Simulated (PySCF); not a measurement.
B(H)(OMe)(SMe) (C2H7BOS), SMILES CSBOC.

Geometry: B3LYP-D3(BJ)/def2-SVP. This is a generated structure with no PubChem entry under its InChIKey; it may be hypothetical. Other conformers were not sampled.

Two levels are set side by side: PBE/def2-TZVP (PySCF) and M06-2X/def2-TZVP (PySCF). Same geometry, gas phase. Differences are taken from unrounded values.

```json
[
 {"quantity": "orbital gap (eV)", "M06-2X": "9.07"},
 {"quantity": "highest occupied level (eV)", "M06-2X": "-8.15"},
 {"quantity": "lowest empty level (eV)", "M06-2X": "0.91"},
 {"quantity": "dipole moment (D)", "M06-2X": "2.17"},
 {"quantity": "mean polarisability (bohr³)", "M06-2X": "63.0"}
]
```

### Question
What does PBE give, and how far is it from M06-2X? (An estimate is asked for; the answer gives what the named calculation found.)

### Answer

| quantity | PBE | PBE minus M06-2X |
|---|---|---|
| orbital gap (eV) | 5.00 | -4.06 |
| highest occupied level (eV) | -5.83 | 2.33 |
| lowest empty level (eV) | -0.82 | -1.74 |
| dipole moment (D) | 2.14 | -0.03 |
| mean polarisability (bohr³) | 66.2 | 3.2 |

PBE's occupied levels lie high since its potential decays too fast outside the molecule; exact exchange lowers them and widens the gap. Loosely held outer electrons make PBE densities more polarisable. Differences between two approximate levels are no errors against the true value.

Rough cost on one machine, each run with all the roots and properties that it gave: M06-2X against PBE about 4 times.
